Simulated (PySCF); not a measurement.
A species of formula C5H9NOSi has this rotational fingerprint, computed with CAM-B3LYP/def2-SVPD in PySCF (dipole) on a GFN2-xTB geometry, gas phase:

```
Rotational constants : A = 3073, B = 938.3, C = 829.6 MHz
Dipole components    : |μa| = 1.86 D, |μb| = 1.66 D, |μc| = 3.12 D
Inertial defect      : -93.89 u·Å²
κ                    : -0.90
```

Task: Which candidate fits, each taken in the one conformer that was computed?
A. `[O:1]=[CH:2][NH:3][C@@H:4]1[CH:5]=[CH:6][SiH2:7][CH2:8]1` with O1–C2–N3–C4 0°, C2–N3–C4–C5 -120°, N3–C4–C5–C6 -109°, C5–C6–Si7–C8 -6°, C6–Si7–C8–C4 13°, N3–C4–C8–Si7 104°
B. `[CH2:1]=[C:2]1[SiH2:3][C@@H:4]1[NH:5][C:6]([CH3:7])=[O:8]` with Si3–C4–N5–C6 128°, C4–N5–C6–C7 180°
C. `[CH3:1][C@@H:2]1[CH2:3][C@H:4]([C:5]#[N:6])[O:7][SiH2:8]1` with C1–C2–C3–C4 -160°, C2–C3–C4–C5 157°, C3–C4–O7–Si8 -19°, C4–O7–Si8–C2 -3°
D. `[NH2:1][C:2](=[O:3])[C:4]1=[CH:5][C@@H:6]([SiH3:7])[CH2:8]1` with H–N1–C2–O3 1° and 179°, N1–C2–C4–C5 180°

Result: B. It is C=C1[SiH2][C@@H]1NC(C)=O, a near-prolate asymmetric top, point group C1. The candidates at the same level (rigid rotor, commonest isotopes):

```json
{"SMILES": "C=C1[SiH2][C@@H]1NC(C)=O", "A (MHz)": "3073", "B (MHz)": "938.3", "C (MHz)": "829.6", "μa (D)": "1.86", "μb (D)": "1.66", "μc (D)": "3.12", "Δ (u·Å²)": "-93.89", "point group": "C1", "rotor": "near-prolate asymmetric top"}
{"SMILES": "C[C@@H]1C[C@H](C#N)O[SiH2]1", "A (MHz)": "3148", "B (MHz)": "1212", "C (MHz)": "957.0", "μa (D)": "4.62", "μb (D)": "0.83", "μc (D)": "1.65", "Δ (u·Å²)": "-49.42", "point group": "C1", "rotor": "asymmetric top"}
{"SMILES": "O=CN[C@@H]1C=C[SiH2]C1", "A (MHz)": "4396", "B (MHz)": "957.9", "C (MHz)": "877.3", "μa (D)": "2.90", "μb (D)": "0.07", "μc (D)": "2.20", "Δ (u·Å²)": "-66.50", "point group": "C1", "rotor": "near-prolate asymmetric top"}
{"SMILES": "NC(=O)C1=C[C@@H]([SiH3])C1", "A (MHz)": "4342", "B (MHz)": "845.4", "C (MHz)": "780.2", "μa (D)": "1.75", "μb (D)": "3.55", "μc (D)": "0.66", "Δ (u·Å²)": "-66.49", "point group": "C1", "rotor": "near-prolate asymmetric top"}
```

`C[C@@H]1C[C@H](C#N)O[SiH2]1` has B 29 % too high; `NC(=O)C1=C[C@@H]([SiH3])C1` has A 41 % too high; `O=CN[C@@H]1C=C[SiH2]C1` has A 43 % too high. No structure here is proved a minimum.
